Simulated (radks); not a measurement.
Results of a calculation; reference values are marked as such.
Polarisability of the mercury ion Hg3+, [Xe] 4f14 5d9, at imaginary frequency. Code: a radial shooting solver on a logarithmic mesh with Libxc functionals. Model: scalar-relativistic Kohn-Sham, LDA (Slater exchange, VWN5 correlation), spin-unpolarised, spherical densities, finite nucleus; Fermi nuclear charge, rms radius 5.4648 fm. Response by self-consistent Sternheimer equations with the Hartree and adiabatic LDA kernel, the relativistic mass of each level held fixed and spin-orbit coupling left out.

w (hartree),alpha1(iw) (bohr^3)
0.00266,5.743
0.0143,5.742
0.0360,5.736
0.0697,5.718
0.118,5.673
0.186,5.574
0.280,5.382
0.413,5.042
0.605,4.506
0.892,3.759
1.35,2.840
2.12,1.854
3.59,0.9764
6.94,0.3834
17.5,0.09638

Static values: alpha1 = 5.743 bohr^3 (0.8510 angstrom^3; uncoupled 9.193). C6 = 33.76, triple-dipole C9 = 134.5 atomic units. One-pole (London) frequency 4 C6 / (3 alpha1^2) = 1.365 hartree, against 1.572 for minus the highest occupied eigenvalue.
